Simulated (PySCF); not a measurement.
PySCF 2.14 output of an unrestricted B2PLYP calculation on a single atom or ion in x2c-QZVPPall, with the spin-free X2C one-electron Hamiltonian (Gaussian nucleus):

```
SCF conv_tol = 1e-09
number electrons alpha = 40  beta = 40
    A. D. Becke.,  Phys. Rev. A 38, 3098 (1988)
    C. Lee, W. Yang, and R. G. Parr.,  Phys. Rev. B 37, 785 (1988)
    B. Miehlich, A. Savin, H. Stoll, and H. Preuss.,  Chem. Phys. Lett. 157, 200 (1989)
cycle= 1 E= -20248.0463116785  delta_E= -0.014  |g|= 0.0786  |ddm|= 0.522
cycle= 2 E= -20248.0463489766  delta_E= -3.73e-05  |g|= 0.0807  |ddm|= 0.221
cycle= 3 E= -20248.0466856534  delta_E= -0.000337  |g|= 0.00297  |ddm|= 0.0813
cycle= 4 E= -20248.0466865729  delta_E= -9.2e-07  |g|= 0.000544  |ddm|= 0.00533
cycle= 5 E= -20248.0466866165  delta_E= -4.36e-08  |g|= 2.42e-05  |ddm|= 0.00131
cycle= 6 E= -20248.0466866169  delta_E= -3.67e-10  |g|= 3.98e-06  |ddm|= 9.7e-05
converged SCF energy = -20248.0466866169  <S^2> = -5.6843419e-14  2S+1 = 1
```

The run itself started from symmetry-adapted Hartree-Fock orbitals and held the occupation by maximum overlap, on a logarithmic radial grid, so the iterations belong to that start.

Question: Which element, charge and spin multiplicity is this?

Answer: Tl⁺ (thallium, charge +1), multiplicity 1; the state was [Xe] 4f14 5d10 6s2, closed-shell 1S. The SCF energy lacks the PT2 part of the double hybrid.

Spin-orbit coupling, which splits the p, d and f shells strongly at this Z, is absent.
